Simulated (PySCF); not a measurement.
Computed properties of C5H5F, SMILES C=CC(=C=C)F

3-fluoropenta-1,2,4-triene (C5H5F), SMILES C=C=C(F)C=C. Coordinates come from a PBE0-D3(BJ)/def2-SVP optimisation. The values are those of a single conformer. All values are computed for the isolated molecule unless a solvent is named; none is compared with measurement here.

**Structure.** The optimised structure has Cs symmetry. All 27 harmonic modes at PBE0-D3(BJ)/def2-SVP (PySCF) are real, so it is a minimum. With heavy atoms numbered as in [CH2:1]=[C:2]=[C:3]([F:4])[CH:5]=[CH2:6], the shortest bond between them is C1–C2 at 1.305 Å and the longest C3–C5 at 1.455 Å.

**Vibrations.** The strongest infrared lines (harmonic, unscaled, degenerate partners summed) lie at 1308 cm⁻¹ (73 km/mol, C 60 %, H 36 %), 1324 cm⁻¹ (70 km/mol, H 53 %, C 40 %), 943 cm⁻¹ (41 km/mol, H 72 %, C 28 %). The softest mode is at 130 cm⁻¹ and the zero-point energy is 51.6 kcal/mol.

**Electronic structure.** r2SCAN/def2-TZVP (PySCF) places the frontier levels at -5.88 and -1.70 eV, a gap of 4.18 eV, and gives a dipole moment of 1.58 D and a mean polarisability of 69.8 bohr³. PBE/def2-TZVP (PySCF) at the same geometry gives -5.71 and -1.85 eV, so its gap is 0.32 eV narrower. An orbital gap is neither the optical nor the fundamental gap.

**Excitations.** TDA-ωB97X/def2-SVPD (PySCF) has S1 at 4.87 eV (255 nm, f = 0.000, dark); the most intense of the 10 singlets computed lies at 6.29 eV (f = 1.19). T1 (TDA) is at 3.34 eV, 1.53 eV under S1. TDA-PBE/def2-SVPD (PySCF) puts S1 at 4.21 eV. No vertical singlet excitation falls in the visible range (under 3.1 eV).

**NMR.** GIAO shifts at PBE0/pcSseg-1 (PySCF) (non-relativistic, atoms alike by connectivity averaged): ¹³C from 99.1 to 223.2 ppm against TMS; ¹H from 6.0 to 6.4 ppm against TMS; ¹⁹F at -174.9 ppm against CFCl3.

**Solvation.** SMD-M06-2X/def2-SVP (PySCF) gives 1.1 kcal/mol in water, -3.2 kcal/mol in acetonitrile, -2.7 kcal/mol in benzene (1 M in both phases, gas-phase geometry).
